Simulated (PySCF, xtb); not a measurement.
C3H4F2Si, SMILES C#CC(F)(F)[SiH3].

Harmonic wavenumbers (cm⁻¹) from GFN2-xTB (xtb) at its own minimum, in rising order: 92, 111, 154, 190, 253, 400, 433, 491, 543, 561, 596, 672, 684, 740, 746, 769, 948, 998, 1096, 2271, 2312, 2320, 2330, 3391.

Problem. What does PBE0-D3(BJ)/def2-SVP run with PySCF 2.14.0 give at its own minimum? (The exact figures need the calculation; the answer reports its results.)

Solution. 120, 150, 190, 210, 301, 431, 483, 553, 615, 646, 698, 714, 748, 895, 932, 935, 1082, 1116, 1184, 2249, 2255, 2272, 2273, 3485. Paired by order, the mean absolute difference is 75 cm⁻¹ and the zero-point energies are 33.0 and 35.1 kcal/mol.
